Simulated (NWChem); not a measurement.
Molecule: CH₃ClOZn; SMILES C[O][Zn][Cl]

```xyz
7

Zn     0.1057    -0.0685     0.0000
Cl    -0.1153    -2.1550     0.0000
O      0.4571     1.6627     0.0000
C     -0.4554     2.7113     0.0000
H     -1.1154     2.7256     0.8916
H      0.0944     3.6704     0.0000
H     -1.1154     2.7256    -0.8916
```
Atoms are numbered in this order, from 1.

Computed with NWChem. The geometry was optimised at PBE0/def2-SVP. Ions are spin-unrestricted doublets at the neutral geometry; other ion states weren't tried.

For level PBE/def2-SVP:

| Property | Value |
|---|---|
| vertical ionisation energy, ΔSCF (eV) | 9.31 |
| −ε(HOMO) (eV) | 5.80 |

Estimate the same quantities for level PBE0/def2-SVP.


| Property | Result |
|---|---|
| vertical ionisation energy, ΔSCF (eV) | 9.72 |
| −ε(HOMO) (eV) | 7.39 |
